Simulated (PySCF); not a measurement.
Field gradients from PBE0/pcSseg-1 densities (PySCF, non-relativistic) at PBE0-D3(BJ)/def2-SVP geometries, isolated species, one conformer each; χzz is the principal value of largest magnitude, with Q(14N) = 0.02044 b. The basis is small and wasn't made for field gradients, so the couplings can be 20 % off.

Question: Rank these 14N sites by the size of the quadrupole coupling, smallest first.
A. N2 (nitrogen bridging silicon atoms) in `[SiH3:1][N:2]([SiH3:3])[B:4]1[NH:5][CH2:6][CH2:7][NH:8]1`
B. The nitrogen bridging silicon atoms of `[SiH3]N[SiH3]`
C. The silicon-bound nitrogen of `N[SiH2][SiH3]`
D. The nitrogen bound to a thiocarbonyl carbon of `NC(N)=S`
E. The amide nitrogen of `CC(C)(C)NC=O`

Answer: A (2.489 MHz), B (3.969 MHz), E (4.444 MHz), C (4.725 MHz), D (5.104 MHz).

All sites together:

```tsv
nucleus	site	Vzz (au)	η	χzz (MHz)
14N	N2 (nitrogen bridging silicon atoms) in [SiH3:1][N:2]([SiH3:3])[B:4]1[NH:5][CH2:6][CH2:7][NH:8]1	-0.518	0.27	-2.489
14N	the amide nitrogen of CC(C)(C)NC=O	-0.925	0.09	-4.444
14N	the nitrogen bound to a thiocarbonyl carbon of NC(N)=S	-1.063	0.16	-5.104
14N	the silicon-bound nitrogen of N[SiH2][SiH3]	-0.984	0.25	-4.725
14N	the nitrogen bridging silicon atoms of [SiH3]N[SiH3]	-0.826	0.32	-3.969
```
